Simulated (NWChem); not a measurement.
System: InF2 cation; SMILES [F][In+][F]

Here is an NWChem input.

```
start job
memory heap 200 mb stack 900 mb global 1100 mb
charge 1
geometry units angstroms
  In     0.000000    -0.000009     0.000007
  F     -0.237582     1.516486    -1.325045
  F      0.237582    -1.516486     1.325045
end
basis spherical
  * library def2-svp
end
ecp
  In library def2-ecp
end
dft
  xc pbe0
  iterations 150
end
driver
  maxiter 120
end
task dft optimize
dft
  grid fine
  convergence energy 1d-8 density 1d-7
end
task dft freq numerical
```

NWChem printed, in part:

```
             Northwest Computational Chemistry Package (NWChem) 7.3.0
             --------------------------------------------------------

 ORDER OF PRIMARY AXIS IS BEING SET TO 4
 D4H symmetry detected

 AUTOZ failed to generate good internal coordinates.
 Cartesian coordinates will be used in optimizations.

                             Geometry "geometry" -> ""
                             -------------------------

 Output coordinates in angstroms (scale by  1.889725989 to convert to a.u.)

  No.       Tag          Charge          X              Y              Z
 ---- ---------------- ---------- -------------- -------------- --------------
    1 In                  49.0000     0.00000000     0.00000000    -0.00000000
    2 F                    9.0000     0.00000000     0.00000000     2.02778679
    3 F                    9.0000     0.00000000     0.00000000    -2.02778679

 Effective nuclear repulsion energy (a.u.)     240.7383338933

      Symmetry information
      --------------------

 Group name             D4h
 Group number             28
 Group order              16
 No. of unique centers     2

                           NWChem Geometry Optimization
                           ----------------------------

 maximum gradient threshold         (gmax) =   0.000450
 rms gradient threshold             (grms) =   0.000300
 maximum cartesian step threshold   (xmax) =   0.001800
 rms cartesian step threshold       (xrms) =   0.001200
 fixed trust radius                (trust) =   0.300000
 source of zmatrix                         =

          -------------------
          Energy Minimization
          -------------------

 Using diagonal initial Hessian

          --------
          Step   0

                                 NWChem DFT Module
                                 -----------------

 Summary of "ao basis" -> "ao basis" (spherical)
 ------------------------------------------------------------------------------
       Tag                 Description            Shells   Functions and Types
 ---------------- ------------------------------  ------  ---------------------
 In                         def2-svp                10       26   4s4p2d
 F                          def2-svp                 6       14   3s2p1d

      Symmetry analysis of basis
      --------------------------

        a1g        12
        a1u         0
        a2g         0
        a2u        10
        b1g         3
        b1u         1
        b2g         3
        b2u         1
        eg         10
        eu         14

            General Information
            -------------------
          SCF calculation type: DFT
          Wavefunction type:  closed shell.
          No. of atoms     :     3
          No. of electrons :    38
           Alpha electrons :    19
            Beta electrons :    19
          Charge           :     1
          Spin multiplicity:     1
          Use of symmetry is: on ; symmetry adaption is: on
          Maximum number of iterations: 150
          AO basis - number of functions:    54
                     number of shells:    22
          Convergence on energy requested:  1.00D-06
          Convergence on density requested:  1.00D-05
          Convergence on gradient requested:  5.00D-04

              XC Information
              --------------
                         PBE0 Method XC Functional
                     Hartree-Fock (Exact) Exchange  0.250
          PerdewBurkeErnzerhof Exchange Functional  0.750
            Perdew 1991 LDA Correlation Functional  1.000 local
           PerdewBurkeErnz. Correlation Functional  1.000 non-local

             Grid Information
             ----------------
          Grid used for XC integration:  medium
          Radial quadrature: Mura-Knowles
          Angular quadrature: Lebedev.
          Tag              B.-S. Rad. Rad. Pts. Rad. Cut. Ang. Pts.
          ---              ---------- --------- --------- ---------
          In                  1.55      123           7.0       590
          F                   0.50       49           9.0       434
          Grid pruning is: on
          Number of quadrature shells:   172
          Spatial weights used:  Erf1

      Superposition of Atomic Density Guess
      -------------------------------------

 Sum of atomic energies:        -416.63532463

 Renormalizing density from      39.00 to     38

      Non-variational initial energy
      ------------------------------

 Total energy =    -383.074162
 1-e energy   =    -809.613641
 2-e energy   =     317.326479
 HOMO         =      -0.985568
 LUMO         =      -0.584662

      Symmetry analysis of molecular orbitals - initial
      -------------------------------------------------

 !! scf_movecs_sym_adapt:    6 vectors were symmetry contaminated

  Symmetry fudging

 !! scf_movecs_sym_adapt:    4 vectors were symmetry contaminated

  Numbering of irreducible representations:

     1 a1g         2 a1u         3 a2g         4 a2u         5 b1g
     6 b1u         7 b2g         8 b2u         9 eg         10 eu

  Orbital symmetries:

     1 a1g         2 a2u         3 a1g         4 a2u         5 eu
     6 eu          7 a1g         8 a2u         9 a1g        10 eg
    11 eg         12 b2g        13 b1g        14 a1g        15 a2u
    16 eu         17 eu         18 eg         19 eg         20 a1g
    21 eu         22 eu         23 a2u        24 a1g        25 eu
    26 eu         27 a2u        28 b2g        29 b1g

   convergence    iter        energy       DeltaE   RMS-Dens  Diis-err
 ---------------- ----- ----------------- --------- --------- ---------
 d= 0,ls=0.0,diis     1   -388.8285147498 -4.98D+02  6.81D-02  2.81D+00
 d= 0,ls=0.0,diis     2   -386.4173948887  2.41D+00  5.08D-02  2.55D+01
 d= 0,ls=0.0,diis     3   -389.1345322191 -2.72D+00  5.72D-03  3.97D-02
 d= 0,ls=0.0,diis     4   -389.1367720879 -2.24D-03  1.30D-03  1.78D-02
 d= 0,ls=0.0,diis     5   -389.1384315802 -1.66D-03  4.76D-04  1.56D-03
  Resetting Diis
 d= 0,ls=0.0,diis     6   -389.1385982086 -1.67D-04  1.29D-05  6.18D-07
 d= 0,ls=0.0,diis     7   -389.1385982706 -6.19D-08  1.02D-05  8.08D-08
 d= 0,ls=0.0,diis     8   -389.1385982535  1.70D-08  6.52D-06  2.58D-07

         Total DFT energy =     -389.138598253527
      One electron energy =     -820.891213765207
           Coulomb energy =      359.689470740486
    Exchange-Corr. energy =      -37.149855482836
 Nuclear repulsion energy =      109.213000254030

 Numeric. integr. density =       37.999998364020

                  Occupations of the irreducible representations
                  ----------------------------------------------

                     irrep           alpha         beta
                     --------     --------     --------
                     a1g               5.0          5.0
                     a1u               0.0          0.0
                     a2g               0.0          0.0
                     a2u               4.0          4.0
                     b1g               1.0          1.0
                     b1u               0.0          0.0
                     b2g               1.0          1.0
                     b2u               0.0          0.0
                     eg                4.0          4.0
                     eu                4.0          4.0

                       DFT Final Molecular Orbital Analysis
                       ------------------------------------

 Vector   17  Occ=2.000000D+00  E=-6.478056D-01  Symmetry=eu
              MO Center= -2.1D-17, -1.8D-17,  3.1D-16, r^2= 4.4D+00
   Bfn.  Coefficient  Atom+Function         Bfn.  Coefficient  Atom+Function
  ----- ------------  ---------------      ----- ------------  ---------------
    31      0.456217  2 F  py                45      0.456217  3 F  py
    34     -0.314003  2 F  py                48     -0.314003  3 F  py
    12     -0.135328  1 In py                30     -0.081443  2 F  px
    44     -0.081443  3 F  px                33      0.056055  2 F  px
    47      0.056055  3 F  px                15     -0.048240  1 In py

 Vector   18  Occ=2.000000D+00  E=-6.398738D-01  Symmetry=eg
              MO Center=  4.0D-16,  6.0D-17, -1.3D-12, r^2= 4.4D+00
   Bfn.  Coefficient  Atom+Function         Bfn.  Coefficient  Atom+Function
  ----- ------------  ---------------      ----- ------------  ---------------
    30      0.473958  2 F  px                44     -0.473958  3 F  px
    33     -0.317847  2 F  px                47      0.317847  3 F  px
    20     -0.118524  1 In d  1              25      0.080339  1 In d  1

 Vector   19  Occ=2.000000D+00  E=-6.398738D-01  Symmetry=eg
              MO Center= -1.1D-17, -5.5D-17, -9.2D-15, r^2= 4.4D+00
   Bfn.  Coefficient  Atom+Function         Bfn.  Coefficient  Atom+Function
  ----- ------------  ---------------      ----- ------------  ---------------
    31      0.473958  2 F  py                45     -0.473958  3 F  py
    34     -0.317847  2 F  py                48      0.317847  3 F  py
    18      0.118524  1 In d -1              23     -0.080339  1 In d -1

 Vector   20  Occ=0.000000D+00  E=-4.318441D-01  Symmetry=a1g
              MO Center=  1.2D-16, -6.9D-18,  3.5D-14, r^2= 3.1D+00
   Bfn.  Coefficient  Atom+Function         Bfn.  Coefficient  Atom+Function
  ----- ------------  ---------------      ----- ------------  ---------------
     3      0.740667  1 In s                  1     -0.401057  1 In s
    32     -0.333865  2 F  pz                46      0.333865  3 F  pz
     4      0.319959  1 In s                 35      0.241501  2 F  pz
    49     -0.241501  3 F  pz                19      0.211949  1 In d  0
     2      0.106475  1 In s                 24     -0.096367  1 In d  0

 Vector   21  Occ=0.000000D+00  E=-2.973582D-01  Symmetry=eu
              MO Center=  9.2D-16, -6.0D-16,  3.3D-16, r^2= 3.3D+00
   Bfn.  Coefficient  Atom+Function         Bfn.  Coefficient  Atom+Function
  ----- ------------  ---------------      ----- ------------  ---------------
    12      0.753785  1 In py                15      0.340618  1 In py
    11     -0.217363  1 In px                 9     -0.178708  1 In py
     6     -0.164250  1 In py                31      0.136885  2 F  py
    45      0.136885  3 F  py                34     -0.115799  2 F  py
    48     -0.115799  3 F  py                14     -0.098221  1 In px

[...]

      ----------------------
      Optimization converged
      ----------------------

  Step       Energy      Delta E   Gmax     Grms     Xrms     Xmax
  ---- ---------------- -------- -------- -------- -------- --------
@    3    -389.15737694 -1.6D-07  0.00003  0.00001  0.00034  0.00073
                                     ok       ok       ok       ok

                         Geometry "geometry" -> "geometry"
                         ---------------------------------

 Output coordinates in angstroms (scale by  1.889725989 to convert to a.u.)

  No.       Tag          Charge          X              Y              Z
 ---- ---------------- ---------- -------------- -------------- --------------
    1 In                  49.0000     0.00000000     0.00000000     0.00000000
    2 F                    9.0000     0.00000000     0.00000000     1.87562765
    3 F                    9.0000     0.00000000     0.00000000    -1.87562765

 Effective nuclear repulsion energy (a.u.)     260.2680820359

      Symmetry information
      --------------------

 Group name             D4h
 Group number             28
 Group order              16
 No. of unique centers     2

 ==============================================================================
                                internuclear distances
 ------------------------------------------------------------------------------
       center one      |      center two      | atomic units |  angstroms
 ------------------------------------------------------------------------------
    2 F                |   1 In               |     3.54442  |     1.87563
    3 F                |   1 In               |     3.54442  |     1.87563
 ------------------------------------------------------------------------------
                         number of included internuclear distances:          2
 ==============================================================================

[second-derivative integrals and response iterations left out]

  Vibrational analysis via the FX method

  See chapter 2 in "Molecular Vibrations" by Wilson, Decius and Cross

  Vib: Default input used

 ---------------------------- Atom information ----------------------------
     atom    #        X              Y              Z            mass
 --------------------------------------------------------------------------
    In       1  0.0000000D+00  0.0000000D+00  0.0000000D+00  1.1490410D+02
    F        2  0.0000000D+00  0.0000000D+00  3.5444223D+00  1.8998400D+01
    F        3  0.0000000D+00  0.0000000D+00 -3.5444223D+00  1.8998400D+01
 --------------------------------------------------------------------------

[unprojected Hessian and modes left out]

        Vibrational analysis via the FX method
  --- with translations and rotations projected out ---
  --- via the Eckart algorithm                      ---
 Dependent rotation vector no.                    3
  found in ECKART; assuming linear geometry
 Projected Nuclear Hessian trans-rot subspace norm:1.7363D-33
                         (should be close to zero!)

[projected Hessian left out]

 Rotational Constants
 --------------------
 A=   0.000000 cm-1  (  0.000000 K)
 B=   0.126113 cm-1  (  0.181444 K)
 C=   0.126113 cm-1  (  0.181444 K)

 Temperature                      =   298.15K
 frequency scaling parameter      =   1.0000

 Linear Molecule

 Zero-Point correction to Energy  =    2.361 kcal/mol  (  0.003763 au)
 Thermal correction to Energy     =    4.842 kcal/mol  (  0.007716 au)
 Thermal correction to Enthalpy   =    5.434 kcal/mol  (  0.008660 au)

 Total Entropy                    =   62.848 cal/mol-K
   - Translational                =   40.965 cal/mol-K (mol. weight = 152.9009)
   - Rotational                   =   15.317 cal/mol-K (symmetry #  =        2)
   - Vibrational                  =    6.565 cal/mol-K

 Cv (constant volume heat capacity) =   10.489 cal/mol-K
   - Translational                  =    2.979 cal/mol-K
   - Rotational                     =    1.986 cal/mol-K
   - Vibrational                    =    5.524 cal/mol-K

[normal modes left out]

 ----------------------------------------------------------------------------
 Normal Eigenvalue ||           Projected Infra Red Intensities
  Mode   [cm**-1]  || [atomic units] [(debye/angs)**2] [(KM/mol)] [arbitrary]
 ------ ---------- || -------------- ----------------- ---------- -----------
    1       -0.000 ||    0.001302           0.030         1.269       0.976
    2       -0.000 ||    0.001302           0.030         1.269       0.976
    3       -0.000 ||    0.005238           0.121         5.107       3.929
    4       -0.000 ||    0.005238           0.121         5.107       3.929
    5        0.000 ||    0.006539           0.151         6.374       4.904
    6      128.619 ||    0.034674           0.800        33.802      26.005
    7      128.619 ||    0.034674           0.800        33.802      26.005
    8      635.990 ||    0.000000           0.000         0.000       0.000
    9      759.216 ||    0.031037           0.716        30.256      23.277
 ----------------------------------------------------------------------------
```

Level: PBE0/def2-SVP with def2 effective core potentials on In. def2 effective core potentials on In; no spin-orbit coupling.
